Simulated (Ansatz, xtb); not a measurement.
# BClHOSi+: 5 structures ranked

5 gas-phase structures of BClHOSi+, found in a search over its isomers (lower ones may exist). Each was relaxed with GFN2-xTB:

A. `O=[Si+]BCl`, a singlet
B. a singlet given by its coordinates
C. `O=B[SiH+]Cl`, a singlet
D. a singlet given by its coordinates
E. `[Si]=[O+]BCl`, a singlet

D (Å):

```xyz
5

B    -0.9599    0.2944   -0.1873
Cl   -2.5456    0.7457    3.3734
O    -0.9301    0.5767    0.9708
Si   -0.6867    1.0865    2.8689
H    -0.9957    0.0265   -1.3020
```

Close contacts (Å): B1–O3 1.19, Cl2–Si4 1.96, O3–Si4 1.98, B1–H5 1.15.

B (Å):

```
atom    x (Å)   y (Å)    z (Å)
   B  -1.4866  0.7051   2.2860
  Cl  -2.0887  0.8969   3.7407
   O  -1.0026  0.5624   1.1711
  Si  -0.0948  0.3960  -0.3745
   H  -1.3714  0.0968  -1.0565
```

Close contacts (Å): B1–Cl2 1.59, B1–O3 1.22, O3–Si4 1.80, Si4–H5 1.48.

Q: Which do you expect lowest at r2SCAN-D4/def2-SVP, and how would the others follow?

A: Calculated order at r2SCAN-D4/def2-SVP: E (0.0), D (6.1), B (21.5), C (35.8), A (70.6) kcal/mol.

Energies above the lowest of each column, in kcal/mol; the last columns are at PBE0-D3(BJ)/def2-SVP geometries and were run for some of them only (a dash: not run or not comparable):

```csv
structure,GFN2-xTB,HF/STO-3G,r2SCAN-D4/def2-SVP,PBE0-D3(BJ)/def2-SVP,CCSD(T)/def2-TZVPP
E,0.0,0.0,0.0,0.0,0.0
D,3.5,8.3,6.1,5.7,7.5
B,14.3,33.5,21.5,21.3,24.7
C,12.7,54.5,35.8,–,–
A,26.0,113.2,70.6,–,–
```

Every level run on E puts it lowest or level with the lowest. Some further structures that were screened fall inside this span and aren't listed. Flexible structures stand in one conformer each, not always the lowest. Frequencies (PBE0-D3(BJ)/def2-SVP) were run for B, D, E alone.

Over these structures GFN2-xTB departs from r2SCAN-D4/def2-SVP by 14.7 kcal/mol on average once a common shift is removed. A GFN2-xTB relaxation took about 0.079 s and the r2SCAN-D4/def2-SVP energy about 0.82 s on a shared host (Ansatz 0.2.0, xtb 6.7.1).
